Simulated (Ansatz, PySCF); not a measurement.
GeH3I (SMILES [GeH3][I]) and CH4 (SMILES C) are pulled apart as rigid monomers along the line of their centres of mass, from the B3LYP-D3(BJ)/def2-TZVP minimum. Starting geometry (charge 0, multiplicity 1):
```tsv
atom	x (Å)	y (Å)	z (Å)
Ge	-0.9660	1.1365	0.7584
I	0.2171	-0.9970	0.0510
H	0.0675	2.0284	1.4540
H	-1.5092	1.7979	-0.5139
H	-2.0998	0.7416	1.7102
C	0.0923	-0.0298	4.2817
H	0.4723	-0.6188	3.4484
H	0.4713	-0.4379	5.2176
H	0.4216	1.0035	4.1788
H	-0.9964	-0.0664	4.2858
```

Interaction energies with rigid monomers; basis-set methods are counterpoise corrected unless marked otherwise.

Rows in 3-21G, STO-3G carry no dispersion term and start afresh at each structure; the Pople sets are all-electron and without relativity.

Codes used: Ansatz (Gaussian basis) for Hartree–Fock, density functionals and correlated methods; PySCF for 3-21G rows, STO-3G rows, the dispersion terms. Values without a source in brackets are computed. In def2 rows elements past Kr take small-core potentials, without spin–orbit coupling.

```json
[
 {"Ge1···C6 (Å)": "3.51", "HF/STO-3G (no counterpoise) (meV)": "83.7", "PBE/def2-TZVPPD (meV)": "46.3", "r2SCAN-D3(BJ)/def2-TZVPPD (meV)": "-6.4", "B3LYP/3-21G (no counterpoise) (meV)": "21.2", "B3LYP/def2-TZVPPD (meV)": "100.2"},
 {"Ge1···C6 (Å)": "3.86", "HF/STO-3G (no counterpoise) (meV)": "13.2", "PBE/def2-TZVPPD (meV)": "-8.1", "r2SCAN-D3(BJ)/def2-TZVPPD (meV)": "-46.3", "B3LYP/3-21G (no counterpoise) (meV)": "-24.0", "B3LYP/def2-TZVPPD (meV)": "(withheld)"},
 {"Ge1···C6 (Å)": "4.40", "HF/STO-3G (no counterpoise) (meV)": "-2.3", "PBE/def2-TZVPPD (meV)": "-16.3", "r2SCAN-D3(BJ)/def2-TZVPPD (meV)": "-36.4", "B3LYP/3-21G (no counterpoise) (meV)": "(withheld)", "B3LYP/def2-TZVPPD (meV)": "7.5"},
 {"Ge1···C6 (Å)": "5.31", "HF/STO-3G (no counterpoise) (meV)": "-1.4", "PBE/def2-TZVPPD (meV)": "-5.8", "r2SCAN-D3(BJ)/def2-TZVPPD (meV)": "-13.8", "B3LYP/3-21G (no counterpoise) (meV)": "-3.4", "B3LYP/def2-TZVPPD (meV)": "2.8"},
 {"Ge1···C6 (Å)": "6.81", "HF/STO-3G (no counterpoise) (meV)": "-0.4", "PBE/def2-TZVPPD (meV)": "-0.7", "r2SCAN-D3(BJ)/def2-TZVPPD (meV)": "-3.0", "B3LYP/3-21G (no counterpoise) (meV)": "-0.4", "B3LYP/def2-TZVPPD (meV)": "0.0"}
]
```

Q: Complete the blanks.

A: 
- 3.86, B3LYP/def2-TZVPPD (meV): 29.3
- 4.40, B3LYP/3-21G (no counterpoise) (meV): -17.4

Ansatz is a quantum-chemistry and plane-wave program.
